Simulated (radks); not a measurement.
Ti IX, configuration [Ne] 3s2 3p2.

Calculated with a radial shooting solver on a logarithmic mesh with Libxc functionals: non-relativistic Kohn-Sham, TPSS, spin-polarised, spherical densities, point nucleus; open shells are filled with parallel spins first; meta-GGA in the generalised Kohn-Sham scheme.

Energy parts (hartree):
| part | energy |
|---|---|
| total | -826.57688 |
| kinetic | 826.05892 |
| electron-nucleus | -1869.44282 |
| Hartree | 253.94149 |
| exchange-correlation | -37.13448 |

Orbitals (lengths in bohr, moments of r in powers of bohr; r(max) is where P^2 peaks; r(90%) holds 90 % of the orbital's charge):
orbital	occ.	eigenvalue (hartree)	r(90%)	<r^4>	<r>	r(max)
1s up	1	-184.6674	0.125	0.0001114	0.07011	0.04613
1s down	1	-184.6281	0.125	0.0001113	0.07010	0.04613
2s up	1	-25.81406	0.504	0.02729	0.3253	0.2700
2s down	1	-25.78527	0.504	0.02708	0.3250	0.2701
2p up	3	-22.58979	0.473	0.02143	0.2886	0.2192
2p down	3	-22.54406	0.473	0.02127	0.2885	0.2195
3s up	1	-7.57823	1.31	1.269	0.9012	0.8209
3s down	1	-7.35355	1.33	1.312	0.9065	0.8239
3p up	2	-6.64465	1.36	1.435	0.9150	0.8234
3p down	0	-6.43072	1.37	1.496	0.9220	0.8275
3d up	0	-5.22562	1.40	1.561	0.9029	0.7518
3d down	0	-5.04357	1.41	1.637	0.9085	0.7489
4s up	0	-3.36585	2.63	21.02	1.867	1.824
4s down	0	-3.30120	2.66	21.81	1.881	1.835

The highest occupied level is 3p up at -180.81 eV. The density falls to 0.001 e/bohr^3 at r = 2.09 bohr. The electron density at the nucleus is 7167 e/bohr^3.
